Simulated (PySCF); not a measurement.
Al(F)(Me)(NCO) (C2H3AlFNO), SMILES [F][Al]([CH3])[N]=C=O. Atoms are numbered in the order given.

```xyz
9

Al    -0.7539     0.4172    -0.2572
F     -2.1931    -0.3335     0.1072
C     -0.7269     2.1135    -1.1708
H      0.2829     2.3919    -1.5106
H     -1.0867     2.9184    -0.5069
H     -1.3971     2.1113    -2.0463
N      0.7094    -0.4410     0.2605
C      1.6808    -1.0523     0.6290
O      2.6313    -1.6406     0.9837
```

Geometry optimised at r2SCAN-D4/def2-SVP. The structure was generated by enumeration; whether it is a known compound was not checked. The values are those of a single conformer.

The numbers are results of PBE/pcSseg-1 in PySCF, not measurements.

GIAO shieldings, no solvent; atoms alike by connectivity are averaged. δ = σ(ref) − σ: ¹⁹F against CFCl3 (σ = 133.6 ppm); ¹³C against TMS (σ = 182.0 ppm); ¹H against TMS (σ = 31.49 ppm); ¹⁵N against NH3 (σ = 267.0 ppm); ¹⁷O against H2O (σ = 334.3 ppm), references at their B3LYP-D3(BJ)/def2-TZVP geometries, non-relativistic.

```csv
atoms,nucleus,count,δ (ppm)
F2,¹⁹F,1,-165.4
C8,¹³C,1,123.7
C3,¹³C,1,___
"H4, H5, H6",¹H,3,0.03
N7,¹⁵N,1,___
O9,¹⁷O,1,___
```

Q: Some entries are withheld; supply them. (Estimate from the structure and the level; the computed values follow.)

A: 
- N7, δ (ppm): 61.2
- C3, δ (ppm): -15.7
- O9, δ (ppm): 142.2
